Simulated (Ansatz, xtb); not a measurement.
# Worked example: SiH(CH3)Cl2 + SiH2Cl2 → SiHCl3 + SiH2(CH3)Cl

Species: SiH(CH3)Cl2 (methyldichlorosilane), singlet; SiH2Cl2 `Cl[SiH2]Cl`, singlet; SiHCl3 (trichlorosilane) `Cl[SiH](Cl)Cl`, singlet; SiH2(CH3)Cl ((chlorosilyl)methane), singlet. The partners trade CH3 for Cl; both sit on Si, so the bond types are kept.

Shapes, held fixed at every level: PBE0-D4/def2-TZVP. Programs: Ansatz 0.2.0, xtb 6.7.1. The zero-point and thermal change to 298 K, harmonic and unscaled (PBE0-D4/def2-TZVP), is -0.3 kJ/mol.

At CCSD(T)/CBS estimate; 1 Eh = 2625.50 kJ/mol:

| species | energy (Eh) |
| --- | --- |
| SiH(CH3)Cl2 | -1249.214501 |
| SiH2Cl2 | -1209.932033 |
| SiHCl3 | -1669.167356 |
| SiH2(CH3)Cl | -789.976378 |

Task: Work out ΔH(298 K) of the reaction at this level.

Result: 
1. Products less reactants: (-1669.167356) + (-789.976378) − [(-1249.214501) + (-1209.932033)] = 0.002800 Eh = +7.4 kJ/mol.
2. With the thermal change: +7.4 + (-0.3) = +7.1 kJ/mol.

Other levels give +5.2 (SPW92/def2-TZVPP) to +9.1 kJ/mol (HF/def2-SVP). No measured value is set beside it here. The CBS estimate extrapolates MP2 from def2-TZVPP and def2-QZVPP and adds CCSD(T) − MP2 in the triple-zeta set, cores frozen.
